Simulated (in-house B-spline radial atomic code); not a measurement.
How G0W0 and RPA depend on the start: Ag6+

Configuration [Kr] 4d5, highest spin. Computed with a B-spline radial code for spherical atoms: all electrons, non-relativistic, point nucleus, each spin shell either full or empty, empty states to l = 9 with an (l + 1/2)⁻⁴ tail; G0W0 by contour deformation at full frequency.

Without relativity these are model numbers: it shifts the levels of so heavy an element strongly and can reorder them.

| start | mean-field 4d up (eV) | G0W0 (eV) | QP weight | RPA correlation (Eh) |
| --- | --- | --- | --- | --- |
| Hartree-Fock | -108.52 | -108.87 | 0.976 | -2.8845 |
| LDA VWN5 | -98.46 | -108.45 | 0.960 | -3.1166 |
| PBE | -98.47 | -108.40 | 0.961 | -3.1124 |
| PBE0 | -101.28 | -108.51 | 0.966 | -3.0495 |
| r2SCAN | -99.27 | -108.45 | 0.963 | -3.071 |
| HSE06 | -100.83 | -108.53 | 0.965 | -3.0538 |
| B3LYP (VWN-RPA) | -100.56 | -108.52 | 0.965 | -3.0631 |
| SCAN | -99.20 | -108.41 | 0.963 | -3.0688 |
| TPSS | -98.52 | -108.43 | 0.961 | -3.1 |
| BHandHLYP | -103.74 | -108.66 | 0.970 | -2.9918 |
| CAM-B3LYP | -102.51 | -108.61 | 0.968 | -3.0399 |
| LC-wPBE | -103.85 | -108.63 | 0.969 | -3.0437 |
| wB97X | -103.40 | -108.49 | 0.970 | -3.0294 |
| PBEsol | -98.40 | -108.41 | 0.961 | -3.1139 |
| BLYP | -98.12 | ? | ? | ? |
| r2SCAN0 | -101.84 | -108.54 | 0.968 | -3.0217 |
| LDA exchange-only | -96.96 | ? | ? | ? |

(1) What G0W0 level, weight and RPA correlation energy follow from the BLYP start?

(2) What G0W0 level, weight and RPA correlation energy follow from the LDA exchange-only start?

(3) How much of the dependence on the start does G0W0 remove?

Results:

(1) G0W0 level -108.43 eV, weight 0.960, RPA correlation -3.1137 hartree.

(2) G0W0 level -108.59 eV, weight 0.959, RPA correlation -3.116 hartree.

(3) The mean-field levels span 11.6 eV and the G0W0 levels 0.471 eV. Against 106 ± 2 eV (NIST, tabulated theory) the G0W0 removal energies are off by +2.40 to +2.87 eV, with relativity, Breit and QED terms left out.
